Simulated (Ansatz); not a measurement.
Basis-set extrapolation for `CN(C)B(F)S` (PBE0-D4/def2-TZVP geometry, frozen core, Ansatz 0.2.0). Multiplicity 1, RHF reference.

|  | def2-TZVPP | def2-QZVPP |
| --- | --- | --- |
| HF | -656.161186 | -656.184219 |
| MP2 correlation | -1.082900 | -1.165929 |
| CCSD(T) correlation | -1.176332 | not run |

Energies in hartree. Use E(X) = E(∞) + A·exp(−7.88·√X) for Hartree–Fock and E(X) = E(∞) + B·X^(−2.97) for correlation, with X = 3 and 4, and add CCSD(T) minus MP2 of the smaller set to the MP2 limit.

What is the CCSD(T) energy at the basis-set limit?

HF limit: -656.184219 + (-0.023033) × 0.13774 = -656.18739. MP2 limit: -1.165929 + (-0.083029) × 0.74074 = -1.22743. Higher-order term: -1.176332 − (-1.082900) = -0.09343. Total: -657.50825 hartree, 448.3 kJ/mol below CCSD(T)/def2-TZVPP.
